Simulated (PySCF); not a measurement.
PySCF 2.14 output of an unrestricted B97-3 calculation on a single atom or ion in aug-cc-pVQZ-PP with ECP28MDF (7s7p5d3f2g, 92 functions), with scalar relativity through the core potential:

```
SCF conv_tol = 1e-09
number electrons alpha = 14  beta = 10
    T. W. Keal and D. J. Tozer.,  J. Chem. Phys. 123, 121103 (2005)
cycle= 1 E= -327.716503823456  delta_E= -0.00446  |g|= 0.00891  |ddm|= 0.689
cycle= 2 E= -327.716542855528  delta_E= -3.9e-05  |g|= 0.00183  |ddm|= 0.0268
cycle= 3 E= -327.716543901163  delta_E= -1.05e-06  |g|= 0.000958  |ddm|= 0.0105
cycle= 4 E= -327.716544067483  delta_E= -1.66e-07  |g|= 7.5e-05  |ddm|= 0.00198
cycle= 5 E= -327.716544070436  delta_E= -2.95e-09  |g|= 1.11e-05  |ddm|= 0.000386
cycle= 6 E= -327.716544070518  delta_E= -8.19e-11  |g|= 1.07e-06  |ddm|= 0.000161
converged SCF energy = -327.716544070518  <S^2> = 6.0010092  2S+1 = 5.0004037
```

The run itself started from symmetry-adapted Hartree-Fock orbitals and held the occupation by maximum overlap, on a logarithmic radial grid, so the iterations belong to that start.

Task: Which element, charge and spin multiplicity is this?

Result: Xe²⁺ (xenon, charge +2), multiplicity 5; the state was [Kr] 4d10 5s2 5p3 5d1, high-spin 5D determinant (an excited configuration).

Energies and moments cover only the electrons outside the core potential. The outer electron is Rydberg-like, and this basis confines it to a smaller radius and binds it less than a complete one would.
